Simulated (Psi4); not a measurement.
C3H10O3Sn, singlet, geometry from GFN2-xTB (such geometries of metal compounds can be far from the true shape) (all electrons, no relativity). Base run: TPSS/STO-3G (Psi4).

The Psi4 input:
```
memory 2 GB

molecule mol {
0 1
C    -1.937124   -1.725643   -0.738188
C    -1.787768   -0.309073   -0.239056
C    -2.303656    0.722591   -1.212566
Sn    0.370151    0.094189    0.197160
O     1.488195    0.279608   -1.438408
O     1.295738   -1.324532    1.241156
O     0.756109    1.754234    1.225250
H    -1.459344   -1.849755   -1.707224
H    -1.503902   -2.440748   -0.041892
H    -2.997613   -1.954729   -0.848070
H    -2.259869   -0.190276    0.737114
H    -3.363766    0.541883   -1.393587
H    -1.779347    0.660031   -2.163584
H    -2.192561    1.730496   -0.818758
H     2.147680   -0.409047   -1.515689
H     1.569507   -1.029298    2.108853
H     1.182623    2.430286    0.699711
}

set {
  basis sto-3g
  reference rks
  scf_type pk
}

energy('tpss')
print_variables()
```

Each row names what was changed in the base input (with any setting that the change needs).

```csv
change,ΔE vs base (mEh),SCF cycles,grid points,basis functions,outcome
base,0.000,9,358616,67,converged
soscf = true,-,-,-,67,stopped with an error
dft_spherical_points = 110,-0.164,9,130827,67,converged
basis_guess = sto-3g,0.000,1,358616,67,converged
cholesky_tolerance = 1e-6 (with scf_type cd),-0.005,9,358616,67,converged
diis_max_vecs = 3,0.000,14,358616,67,converged
scf_initial_accelerator = ediis,0.000,9,358616,67,converged
d_convergence = 1e-4,0.001,7,358616,67,converged
dft_radial_points = 35,461.1,9,170502,67,converged
scf_initial_accelerator = none,0.000,9,358616,67,converged
ints_tolerance = 1e-8,0.000,9,358616,67,converged
```

- soscf = true: ended with `Fatal Error: Vx: RKS does not support rotated V builds for MGGA's`
